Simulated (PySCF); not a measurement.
Input of a run (PBE0-D3(BJ)/def2-SVP geometry optimisation, gas phase, def2 core potentials past Kr (PySCF 2.14.0)), started from GFN2-xTB:
```
{"job": {"xc": "PBE0", "basis": "def2-SVP", "d3": "d3bj", "grid": 1, "maxiter": 40, "kind": "geom"}, "charge": 0, "multiplicity": 1}
W      0.000010     0.000120    -0.012470
N      0.007610    -0.014230     1.723840
Cl     2.123380     0.009140    -0.580050
Cl    -1.069170     1.843510    -0.550600
Cl    -1.061830    -1.838530    -0.580720
```

Output (energies in Eh, forces in Eh/bohr):
```
step   0  E = -1501.60355283  max force = 0.105974
step   1  E = -1501.61163543  max force = 0.086063
step   2  E = -1501.61523634  max force = 0.022929
step   3  E = -1501.61579530  max force = 0.004014
step   4  E = -1501.61583266  max force = 0.001789
step   5  E = -1501.61581813  max force = 0.012796
step   6  E = -1501.61590353  max force = 0.007184
step   7  E = -1501.61593925  max force = 0.000360
step   8  E = -1501.61593695  max force = 0.000362
optimisation converged
```

Q: Summarise the run.

A: The energy falls by 7.8 kcal/mol over 9 energy and gradient evaluations, the largest force component goes from 0.1060 to 3.6e-04 Eh/bohr, and the atoms move by 0.061 Å rms after alignment. The bond that changes most is W1–N2 (ends: tungsten bonded to 3 Cl and N; nitrogen bonded to W), which shortens by 0.085 Å. Bonds longer at the end by more than 0.005 Å: 3 of 4; shorter: 1. The energy rose by more than 1e-6 Eh at steps 5 and 8. The first step brought 65 % of the lowering.

Q: What are the final bond lengths?

A: W1–N2 1.652 Å, W1–Cl3 2.263 Å, W1–Cl4 2.262 Å, W1–Cl5 2.262 Å. Numbering counts from 1 in the input's order; the species is `[N]#[W]([Cl])([Cl])[Cl]` (WNCl3).

The run used 100 basis functions and 64 SCF cycles in all.

No PBE0-D3(BJ)/def2-SVP frequencies stand behind this structure, so it isn't proved a minimum.
